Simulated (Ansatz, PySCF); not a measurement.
IRb, SMILES [Rb][I] (connectivity only; charge and spin as stated), charge +1, multiplicity 2. Atoms are numbered in the order given.

```xyz
2

Rb     0.0000     0.0000    -2.2614
I      0.0000     0.0000     1.5923
```
Charge +1, spin multiplicity 2.

The structure is a stationary point at B3LYP-D3(BJ)/def2-TZVPD. The spin state was assumed, not searched. The def2 effective core potentials stand for the cores of I, Rb; spin–orbit coupling is left out.

Two levels are set side by side: PBE-D3(BJ)/def2-TZVPD (Ansatz, an electronic-structure program) and B3LYP-D3(BJ)/def2-TZVPD (Ansatz). Each level has its own optimised geometry; the coordinates shown are those of the second. Frequencies come from the Hessian of PySCF at each geometry. Differences are taken from unrounded values.

| quantity | B3LYP-D3(BJ) |
|---|---|
| bond Rb1–I2 (Å) | 3.854 |
| highest harmonic wavenumber (cm⁻¹) | 45 |
| mean harmonic wavenumber (cm⁻¹) | 45 |
| zero-point energy (kcal/mol) | 0.06 |

Question: What does PBE-D3(BJ) give, and how far is it from B3LYP-D3(BJ)? (The exact figures need the calculation; the answer reports its results.)

Answer: 
```tsv
quantity	PBE-D3(BJ)	PBE-D3(BJ) minus B3LYP-D3(BJ)
bond Rb1–I2 (Å)	3.801	-0.052
highest harmonic wavenumber (cm⁻¹)	53	8
mean harmonic wavenumber (cm⁻¹)	53	8
zero-point energy (kcal/mol)	0.08	0.01
```
